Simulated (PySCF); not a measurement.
Species: C3H8BP.
Geometry (PBE0-D3(BJ)/def2-SVP, Å), atoms numbered from 1 in this order:
```xyz
13
C3H8BP angstrom
C      1.9925   -0.3639    0.9438
C      1.2751   -0.2506   -0.1757
C      0.2688    0.8117   -0.4711
B     -1.2442    0.3883   -0.5361
P     -1.8261   -1.3946   -0.4175
H      2.6916   -1.1911    1.0923
H      1.9092    0.3692    1.7533
H      1.4006   -1.0163   -0.9535
H      0.3309    1.6403    0.2604
H      0.4831    1.2964   -1.4456
H     -2.0716    1.2258   -0.8207
H     -1.0309   -1.9140    0.6390
H     -3.0717   -1.2707    0.2519
```

Method: core-valence-separated Tamm–Dancoff BHandHLYP/aug-pcX-1 (pcseg-1 on H, def2-SVPD on P) in PySCF, non-relativistic, gas phase, PBE0-D3(BJ)/def2-SVP geometry. No shift to experiment was applied.

The lowest roots of each edge with f over 0.003 (five at most, numbered afresh; weaker and dark ones are left out), with transition dipoles (au) in the frame of the coordinates:

```json
{"root": "1", "edge": "C", "E (eV)": "282.66", "f": "0.0550", "μx": "-0.0651", "μy": "-0.0479", "μz": "0.0375"}
{"root": "2", "edge": "C", "E (eV)": "282.74", "f": "0.0662", "μx": "-0.0707", "μy": "-0.0537", "μz": "0.0409"}
{"root": "3", "edge": "C", "E (eV)": "285.22", "f": "0.0090", "μx": "0.0005", "μy": "0.0344", "μz": "-0.0101"}
{"root": "4", "edge": "C", "E (eV)": "285.51", "f": "0.0070", "μx": "0.0211", "μy": "-0.0068", "μz": "0.0225"}
{"root": "5", "edge": "C", "E (eV)": "285.61", "f": "0.0057", "μx": "0.0076", "μy": "0.0234", "μz": "-0.0145"}
{"root": "6", "edge": "B", "E (eV)": "185.87", "f": "0.0880", "μx": "-0.0155", "μy": "0.0272", "μz": "0.1354"}
{"root": "7", "edge": "B", "E (eV)": "190.87", "f": "0.0078", "μx": "0.0299", "μy": "-0.0254", "μz": "0.0110"}
{"root": "8", "edge": "B", "E (eV)": "191.83", "f": "0.0078", "μx": "-0.0332", "μy": "-0.0237", "μz": "-0.0011"}
{"root": "9", "edge": "B", "E (eV)": "192.09", "f": "0.0189", "μx": "-0.0234", "μy": "-0.0588", "μz": "-0.0018"}
```

Question: Molecules are fixed in this frame and the field points along (1, 1, 0)/√2. What effective strengths 3 f cos²θ do the roots have (θ between field and μ)?

Answer: root 1 (C1): 0.133, root 2 (C2): 0.161, root 3 (C3): 0.013, root 4 (C1): 0.002, root 5 (C3): 0.010, root 6 (B4): 0.001, root 7 (B4): 0.000, root 8 (B4): 0.023, root 9 (B4): 0.048. Root 2 is the strongest. Averaged over all orientations cos²θ is 1/3, which gives f back.

One conformer stands for the species.
